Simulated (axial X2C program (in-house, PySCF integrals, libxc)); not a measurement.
# Potential curves of CaP⁻, 2c

Computed with an in-house all-electron X2C program for linear molecules (integrals from PySCF). Two-component (2c) means X2C with spin–orbit coupling and atomic mean-field two-electron Coulomb and Gaunt terms. Basis: Ca dyall-acv3z [12s13p7d5f], P dyall-av3z [9s8p3d2f] (cores contracted in-house); Gaussian nuclei, density fitting, unrestricted open shells. Masses: Ca 39.963 u, P 30.974 u.

State: Ω = 2 (⟨Sz⟩ = 1.00, ⟨Lz⟩ = 1.00 at PBE0). Energies in eV from the fragments at the same level (Ca + P-). Fits are polynomials in 1 − R0/R over 0.85 to 1.23 times the lowest point R0.

```csv
R (Å),PBE0,PBE50
2.2811,-1.2887,-1.1423
2.3860,-1.6058,-1.4730
2.4647,-1.7402,-1.6130
2.5433,-1.8076,-1.6834
2.6220,-1.8240,-1.7015
2.7138,-1.7960,-1.6758
2.8055,-1.7330,-1.6175
2.9235,-1.6208,-1.5166
3.0677,-1.4619,-1.3776
3.2775,-1.2288,-1.1740
```

Occupations by symmetry block were frozen at the best pattern of an incomplete PBE0 search. De is counted from the lowest determinant-based energies of the atoms at the same level, without counterpoise correction. Density functionals use the spin component along the axis (collinear). In 2c an atomic determinant is not the ground J level, so De misses part of the atomic spin–orbit lowering. This holds for PBE0, PBE50. PBE0 can misorder states that lie within some tenths of an eV, so this need not be the ground state of the molecule. The nearest other spin-free determinant of the search, M_S = 0, Λ = 1, lies 0.06 eV up at the distance of the search. The functionals have no current-density term, which raises determinants with orbital currents, atoms included. With several unpaired electrons one determinant need not be a pure state. A state of lower Ω lies just above, and one determinant can place such states too high, so the state shown need not be the lowest. The search has Ω = 1 only 0.06 eV up. Open-shell Ω = 0 determinants with evenly filled partner blocks cannot be reached by this program, so the Ω shown need not be the lowest component. The highest occupied level of some functionals is positive through self-interaction error; at Hartree–Fock it is bound.

**Question.** What are Re, ωe and De at the PBE0 level?

**Answer.** At PBE0, 2c: Re = 2.613 Å, ωe ≈ 314 cm⁻¹, De = 1.82 eV to Ca + P-; Be follows as 0.142 cm⁻¹.

**Question.** What are Re, ωe and De at the PBE50 level?

**Answer.** At PBE50, 2c: Re = 2.616 Å, ωe ≈ 312 cm⁻¹, De = 1.70 eV to Ca + P-; Be follows as 0.141 cm⁻¹.
